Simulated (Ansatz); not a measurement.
Two isomers of C2H9NOSi: A = `NCCO[SiH3]`, B = `CC(N)O[SiH3]`.

Program: Ansatz. Geometries: PBE0-D4/def2-TZVP. ΔE: electronic, gas phase. CCSD(T)/CBS adds triple-zeta CCSD(T) − MP2 to the extrapolated MP2 energy (def2 sets, frozen cores). Functionals use def2-TZVPP. Each species was taken in one conformer, which may not be the lowest.

A:

```xyz
14

N     0.1274   -2.1508    0.0217
C     0.5812   -1.1710   -0.9472
C     0.6650    0.1880   -0.3003
O    -0.6363    0.5852    0.0977
Si   -0.9094    1.9407    0.9850
H    -0.7900   -1.8846    0.3587
H     0.0370   -3.0637   -0.4043
H    -0.0593   -1.0871   -1.8393
H     1.5843   -1.4452   -1.2896
H     1.3259    0.1335    0.5744
H     1.0798    0.9155   -1.0097
H    -0.1609    1.8930    2.2715
H    -2.3681    1.9879    1.2376
H    -0.4766    3.1586    0.2436
```

B:

Z-matrix (Å, degrees):
```
C
C 1 1.513
H 1 1.091 2 111.0
H 1 1.093 2 109.8 3 -119.3
H 1 1.090 2 110.2 3 120.7
N 2 1.423 1 110.6 3 -179.4
O 2 1.436 1 109.6 3 57.8
H 2 1.099 1 110.0 3 -60.8
H 6 1.013 2 110.4 1 -59.2
H 6 1.012 2 110.9 1 -178.7
Si 7 1.641 2 124.5 1 -83.8
H 11 1.482 7 106.8 2 -168.1
H 11 1.490 7 112.4 2 72.0
H 11 1.491 7 110.3 2 -48.1
```

Which is lower in electronic energy at CCSD(T)/CBS, and by how much? (Estimate.)

The calculation gave: B, by 8.3 kcal/mol.

Give E(B) − E(A) in kcal/mol with CCSD/def2-TZVPP, r2SCAN-D4, LDA (SPW92), CCSD(T)/def2-TZVPP, HF/def2-TZVPP, B2PLYP, CCSD(T)/def2-SVP. (An estimate is asked.)

The calculation gave: CCSD/def2-TZVPP -8.0, r2SCAN-D4 -9.3, LDA (SPW92) -9.7, CCSD(T)/def2-TZVPP -8.4, HF/def2-TZVPP -7.1, B2PLYP -8.2, CCSD(T)/def2-SVP -9.0. None reverses the order clearly.

Does the order hold for the free energy at 298.15 K (harmonic terms from PBE0-D4)? (Best estimate.)

Ansatz gave: Yes: G(B) − G(A) = -8.5 kcal/mol, for one conformer each. Modes under 60 cm⁻¹, often nearly free rotors, make the harmonic entropy too high.

Largest T1 diagnostic: 0.011.

In def2-TZVPP, CCSD(T) changes the Hartree–Fock value by −1.2 kcal/mol (the triples alone add −0.4 kcal/mol) and MP2 by −1.5 kcal/mol. At CCSD(T), def2-SVP lies −0.7 kcal/mol from the extrapolated value and def2-TZVPP −0.1 kcal/mol.
